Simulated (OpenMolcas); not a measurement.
Zn: effect of the active space

```yaml
Program: OpenMolcas
Method: SS-CASPT2 or its RAS form, IPEA 0.25 Eh, imaginary shift 0.1 Eh
Basis: ANO-RCC-VTZP
Scalar_Hamiltonian: DKH2, point nucleus
Spin-orbit_coupling: state interaction with AMFI integrals over the reference wave functions, term energies averaged over their components
```

A. 2 electrons in 4 orbitals (4s 4p); 2S+1 = 3 even, 3 roots; 2S+1 = 1 even, 1 root; 2S+1 = 3 odd, 3 roots; 2S+1 = 1 odd, 3 roots; closed shells correlated: 3d; CASPT2 step roughly 2.3 core-seconds
B. 2 electrons in 8 orbitals (4s 4p 5s 5p); 2S+1 = 3 even, 3 roots; 2S+1 = 1 even, 1 root; 2S+1 = 3 odd, 3 roots; 2S+1 = 1 odd, 3 roots; closed shells correlated: 3d; CASPT2 step about 3 core-seconds
C. 2 electrons in 9 orbitals (RAS2 4s 4p; RAS3 4d, at most 2 electrons); 2S+1 = 3 even, 3 roots; 2S+1 = 1 even, 1 root; 2S+1 = 3 odd, 3 roots; 2S+1 = 1 odd, 3 roots; closed shells correlated: 3d; CASPT2 step about 4 core-seconds

Energies in cm-1 above 4s2 1S0, the measured ground level; measured values from NIST Handbook of Basic Atomic Spectroscopic Data.

```tsv
Level	A	B	C	Measured
4s2 1S0	0.0	0.0	0.0	0.0
4s 4p 3P* 0	31982	31911	31920	32311
4s 4p 3P* 1	32142	32071	32082	32501
4s 4p 3P* 2	32466	32395	32413	32890
4s 4p 1P* 1	50360	50179	49815	46745
```

Deviations, from unrounded energies. A percentage is the sum of absolute deviations over the sum of measured energies, with the sign that they share, or ± where signs differ.

```
           Against measurement  Levels     A     B     C
mean absolute deviation (cm-1)       4  1200  1200  1100
      other configurations (%)       4  ±3.3  ±3.3  ±3.0
```

C lies closest to measurement on these levels and B furthest from it. The largest miss of C in the table is 4s 4p 1P* 1, by +3100 cm-1. The ranking rests on the paired levels alone, and a cruder setting can come out closer through cancelling errors.

Among A to C the level of the table that moves most is 4s 4p 1P* 1, by 550 cm-1 (lowest in C, highest in A).

Active for correlation alone: 5p 5s; no level in the range computed is led by a configuration that fills them, so any true level of that kind is missing (holds for B). Active for correlation alone: 4d; no level in the range computed is led by a configuration that fills it, so any true level of that kind is missing (holds for C). Computed and measured levels are paired by configuration, term and J; levels that our copy of the source lacks, or whose pairing is in doubt (as where it misses far off the trend of its configuration), stay unpaired and out of the deviations. Only configurations of the active space appear. The table leaves out levels that lie high or whose names do not pair safely across all columns.

* marks odd parity.
